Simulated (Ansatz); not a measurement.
Ideal-gas functions of GaH5OSSi (`[SiH3][O][GaH][SH]`) at 600 K and 1 bar, from an Ansatz frequency run at PBE0-D4/def2-TZVP.

Molar mass 150.92 g/mol, point group Cs (symmetry number 1), electronic degeneracy 1, moments of inertia 108.597, 324.615, 427.291 u Å². Harmonic wavenumbers (cm⁻¹, unscaled): 53, 86, 88, 181, 293, 409, 475, 503, 573, 714, 725, 746, 951, 957, 990, 1035, 2056, 2176, 2222, 2224, 2698.

Use S(trans) = R[1.5 ln M + 2.5 ln T − 1.1517]; rotational temperatures θ = 24.2544 K / I; S(rot) = R[ln(√π/σ · √(T³/θAθBθC)) + 1.5]; for each mode x = 1.438777 ν̃/T, S = R[x/(eˣ − 1) − ln(1 − e⁻ˣ)] and H = RT x/(eˣ − 1); 1 cm⁻¹ = 0.0119627 kJ/mol; R = 8.31446 J/(mol·K).

Q: By hand: the entropy, in J/(mol·K).

A: Translation 186.0. Rotation: θ = 0.2233, 0.0747, 0.0568 K, giving 126.0. Vibration, mode by mode: 25.47, 21.46, 21.27, 15.32, 11.42, 8.80, 7.67, 7.24, 6.30, 4.79, 4.69, 4.51, 3.06, 3.02, 2.84, 2.61, 0.36, 0.28, 0.26, 0.26, 0.10, in all 151.7. Electronic 0.0. Sum 463.7 J/(mol·K).

Q: By hand: H − E and G − E in kJ/mol, counted from the electronic energy.

A: Zero-point energy ½ × 20155 × 0.0119627 = 120.6; thermal vibration 42.7; translation, rotation and pV give 4 RT = 20.0. H − E = 183.3 kJ/mol, and G − E = 183.3 − 600 × 463.7/1000 = -94.9 kJ/mol.

Vibration gives 33 % of the entropy, 68.2 J/(mol·K) of it from the modes under 150 cm⁻¹: soft modes count most, and the harmonic formula is weakest for them. The sum counts one conformer and one mirror image; others add a mixing term.
